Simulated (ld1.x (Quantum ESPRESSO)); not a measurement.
# What one change does to a pseudopotential (Pd, RRKJ)

* Element: palladium
* Generator: ld1.x (Quantum ESPRESSO) 7.5
* Type: norm-conserving RRKJ (Kleinman–Bylander form)
* Functional: LDA (PZ)
* Relativity: scalar-relativistic
* Frozen core: [Ar] 3d10
* Valence charge: 18
* Reference configuration: 4s2 4p6 4d9 5s0 5p0 (charge +1)
* Partial waves: 4s (bound): rc 1.35 bohr; 4d (bound): rc 1.20 bohr; 4p (bound): rc 1.30 bohr
* Local potential: the p channel
* Core correction: Bessel-smoothed model core inside 0.70 bohr
* rho0: 0.005

All-electron outer shells of the reference configuration (LDA (PZ), scalar-relativistic, ld1.x):

| shell | level (eV) | outermost node (bohr) | outermost maximum (bohr) |
| --- | --- | --- | --- |
| 3d | -337.39 | – | 0.28 |
| 4s | -96.79 | 0.45 | 0.85 |
| 4p | -62.63 | 0.46 | 0.91 |
| 4d | -14.89 | 0.45 | 1.09 |
| 5s | -11.38 | 1.14 | 2.42 |
| 5p | -6.39 | 1.29 | 3.07 |

Change: wave 4d (bound): rc 1.20 bohr becomes 4d (bound): rc 1.78 bohr.

Cutoffs: the cutoffs (Ry, on a coarse ladder) from which the occupation-weighted sum of valence levels, in a spherical-Bessel basis at the reference potential, stays within 10 and 1 mRy of its value at 400 Ry; they do not see the model core or the augmentation charge, which bear on the density cutoff. Errors are all-electron minus pseudo energies relative to the spin-unpolarised reference configuration.

Question: What does the change do?

Answer: The potential gets softer (110 Ry and 160 Ry → 80 Ry and 140 Ry); of the 9 tests that both files solve, the error grows in 2 and shrinks in 3 by more than 15 % and 0.3 meV (median size 14.1 → 15.9 meV); neither file shows a bound ghost. A larger radius leaves more room for a smooth pseudo-wave, so fewer plane waves are needed.

| quantity | base | changed |
| --- | --- | --- |
| cutoff, loose | 110 Ry | 80 Ry |
| cutoff, tight | 160 Ry | 140 Ry |
| loose cutoff by channel (10 mRy a level) | s 60 Ry, d 50 Ry, p 55 Ry | s 60 Ry, d 40 Ry, p 55 Ry |
| bound ghosts | none | none |
| error for 4s2 4p6 4d10 5s0 5p0, meV [ΔE -9.39 eV] | +1.0 | -0.5 |
| error for 4s2 4p6 4d8 5s0 5p0, meV [ΔE 21.08 eV] | +1.9 | +0.8 |
| error for 4s2 4p6 4d7 5s0 5p0, meV [ΔE 55.68 eV] | +14 | +16 |
| error for 4s2 4p6 4d9.5 5s0 5p0, meV [ΔE -6.02 eV] | +0.5 | -0.1 |
| error for 4s2 4p6 4d8 5s1 5p0, meV [ΔE 4.41 eV] | +160 | +163 |
| error for 4s2 4p6 4d9 5s1 5p0, meV [ΔE -7.95 eV] | +102 | +102 |
| error for 4s2 4p6 4d9 5s0 5p1, meV [ΔE -4.07 eV] | +34 | +34 |
| error for 4s2 4p6 4d9 5s0 5p0 (spin-polarised), meV [ΔE -0.14 eV] | +4.4 | +6.6 |
| error for 4s2 4p6 4d8 5s0 5p0 (spin-polarised), meV [ΔE 20.45 eV] | +22 | +31 |
